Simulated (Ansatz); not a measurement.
Job for Ansatz (a quantum-chemistry and plane-wave program): R-PBE/def2-TZVPP on FH3SSi (SMILES F[SiH2]S), a point of a torsion scan.

Ansatz 0.2 input:
```yaml
crystal:
  periodic: [false, false, false]
  atoms:
    - {symbol: F, position_ang: [-1.30963292, 1.27021473, -0.32571309]}
    - {symbol: Si, position_ang: [-0.53137747, -0.07868331, 0.05381381]}
    - {symbol: S, position_ang: [1.46866220, 0.43649930, 0.62173406]}
    - {symbol: H, position_ang: [-1.22676688, -0.61703372, 1.20095157]}
    - {symbol: H, position_ang: [-0.48686016, -0.86719213, -1.15730376]}
    - {symbol: H, position_ang: [2.09021720, -0.26991058, -0.31083403]}
basis:
  gaussian:
    orbitals: def2-TZVPP
hamiltonian:
  xc: {name: PBE}
scf: {lower_state_search: off}
```

Output:

```
WARN ansatz: RAYON_NUM_THREADS=1 ignored (pool sized by the plan → 1); use --threads N
Functional definition: PBE
these checks for a lower state are left out or cut short: stability, starts, cluster_reference, orbital_swaps, neighbouring_geometries, increment
integrals: 0.07 GiB planned
905 factors; their error is unknown
mean field: 0.48 GiB planned
mean field evaluation 1: about -21469.1818 eV, gradient 3.7e1 eV
mean field evaluation 2: about -21464.2861 eV, gradient 7.2e1 eV
mean field evaluation 4: about -21471.4771 eV, gradient 2.4e0 eV
mean field evaluation 8: about -21471.4701 eV, gradient 1.4e-1 eV
mean field evaluation 16: about -21471.4702 eV, gradient 9.3e-6 eV
mean field -21471.47015984 eV, -789.0619744888 hartree, gradient 3.9e-6 eV, S^2 0.000000; 0 other end points of the search recorded, 0 dependent functions left out
reference -21471.47019357 eV, -789.0619757284 hartree; 21, 21 occupied and 136, 136 virtual orbitals, 905 factors
Total energy: -21471.47019357 eV, -789.0619757284 hartree
Checks for a lower state left out: stability, starts, cluster_reference, orbital_swaps, neighbouring_geometries, increment
```

Self-consistency was reached.

Cost: about 2.1 core-seconds (a rough figure).
